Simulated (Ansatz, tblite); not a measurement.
Forces on Sn3H4 at its PBE-D4/def2-SVP geometry. Charge 0, multiplicity 1.

In the def2 sets Sn takes a core potential; there is no spin–orbit coupling. The xTB rows come from tblite. The structure comes from a short search, and lower isomers may exist.

GFN1-xTB (tblite), largest force 1.47 eV/Å:

```xyz
7
positions Å, forces eV/Å
Sn    1.486    0.855    1.001   -0.712   -0.443   -0.548
Sn   -1.581    0.220    1.180    0.764   -0.139   -0.634
Sn    0.052   -0.590   -1.197   -0.057    0.647    1.321
H    -1.252   -1.462    0.360    0.180    0.367   -0.217
H     1.276    1.220   -0.852   -0.178   -0.399    0.148
H    -1.741    0.595   -0.676    0.337   -0.293    0.117
H     1.760   -0.838    0.184   -0.334    0.260   -0.187
```

GFN2-xTB (tblite), largest force 0.65 eV/Å:

```
Sn -0.180 0.028 0.138
Sn 0.168 0.100 0.118
Sn 0.025 -0.284 -0.581
H -0.226 -0.320 0.249
H 0.217 0.398 -0.086
H -0.365 0.277 -0.052
H 0.360 -0.198 0.214
```

PBE0-D4/def2-TZVP (Ansatz), largest force 0.53 eV/Å:

```
Sn -0.211 -0.255 -0.410
Sn 0.248 -0.162 -0.437
Sn -0.019 0.216 0.439
H 0.035 0.196 0.032
H -0.046 -0.096 0.173
H 0.099 -0.066 0.164
H -0.107 0.166 0.040
```
